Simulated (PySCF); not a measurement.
H$_{4}$P$_{2}$, triplet, geometry from GFN2-xTB (a higher spin typed on purpose: for a closed-shell molecule this is an excited state); PySCF with MN15/6-311G**.

PySCF was given this input:
```python
from pyscf import gto, scf, dft

mol = gto.M(
    atom='''
P    -1.225133   -0.188584    0.402474
P     1.159231    0.206739   -0.320301
H    -1.604135    1.033873   -0.145799
H    -1.458348   -0.847191   -0.805348
H     1.546954   -0.879974    0.451617
H     2.504060    0.420960   -0.733077
''',
    basis='6-311g**',
    charge=0,
    spin=2,
    verbose=3,
)

mf = dft.UKS(mol)
mf.xc = 'mn15'
mf.kernel()
mf.analyze()
```

Output, abridged:

```
converged SCF energy = -684.788487164858  <S^2> = 2.0077544  2S+1 = 3.0051652
**** MO energy ****
                             alpha | beta                alpha | beta
MO #1   energy= -76.083191070364   | -76.0788723626354  occ= 1 | 1
MO #2   energy= -76.0478996294811  | -76.0447461019434  occ= 1 | 1
MO #3   energy= -6.40795914770675  | -6.40448186693595  occ= 1 | 1
MO #4   energy= -6.37545406744034  | -6.37281991283523  occ= 1 | 1
MO #5   energy= -4.76366972223046  | -4.75686007120944  occ= 1 | 1
MO #6   energy= -4.75781132651696  | -4.75512892371629  occ= 1 | 1
MO #7   energy= -4.75436645911122  | -4.75228269467658  occ= 1 | 1
MO #8   energy= -4.72929458494234  | -4.72470920973689  occ= 1 | 1
MO #9   energy= -4.72636218561896  | -4.72267225707986  occ= 1 | 1
MO #10  energy= -4.72169165806072  | -4.72017084909849  occ= 1 | 1
MO #11  energy= -0.716531701211666 | -0.682740050677831 occ= 1 | 1
MO #12  energy= -0.65977169982249  | -0.62912213383449  occ= 1 | 1
MO #13  energy= -0.455559850952759 | -0.434720085671553 occ= 1 | 1
MO #14  energy= -0.431155814021621 | -0.418992328211391 occ= 1 | 1
MO #15  energy= -0.396622361519939 | -0.362352425821834 occ= 1 | 1
MO #16  energy= -0.342171545668848 | -0.320413873475895 occ= 1 | 1
MO #17  energy= -0.289718354544272 | -0.102992249769484 occ= 1 | 0
MO #18  energy= -0.219091658950743 | -0.0785815043801933 occ= 1 | 0
MO #19  energy= 0.0303976388352747 | 0.0435342153784485 occ= 0 | 0
MO #20  energy= 0.0526774273860985 | 0.0589511375052687 occ= 0 | 0
MO #21  energy= 0.0829514320690244 | 0.0939733002425951 occ= 0 | 0
MO #22  energy= 0.0958864209802561 | 0.123720063252728  occ= 0 | 0
MO #23  energy= 0.161651086814558  | 0.180041048024937  occ= 0 | 0
MO #24  energy= 0.176198595464776  | 0.19587734328523   occ= 0 | 0
MO #25  energy= 0.176583226415101  | 0.207817256022005  occ= 0 | 0
MO #26  energy= 0.200502355117846  | 0.210442987429472  occ= 0 | 0

To work with the spin densities directly, `use mulliken_meta_spin()` only printing them here.

 ** Mulliken spin pop alpha/beta on meta-lowdin orthogonal AOs **
 ** Mulliken Spin Density (per atom)  **
spin density of  0 P =      0.76920
spin density of  1 P =      1.21929
spin density of  2 H =     -0.02757
spin density of  3 H =     -0.01438
spin density of  4 H =     -0.03775
spin density of  5 H =      0.09122
 ** Mulliken pop alpha/beta on meta-lowdin orthogonal AOs **
 ** Mulliken atomic charges   ( Nelec_alpha | Nelec_beta ) **
charge of  0P =     -0.05808  (     7.91364      7.14444 )
charge of  1P =      0.08501  (     8.06714      6.84785 )
charge of  2H =      0.00023  (     0.48610      0.51367 )
charge of  3H =      0.00268  (     0.49147      0.50585 )
charge of  4H =     -0.00063  (     0.48144      0.51919 )
charge of  5H =     -0.02921  (     0.56022      0.46900 )
Dipole moment(X, Y, Z, Debye):  0.92317,  0.07031, -0.65481
```
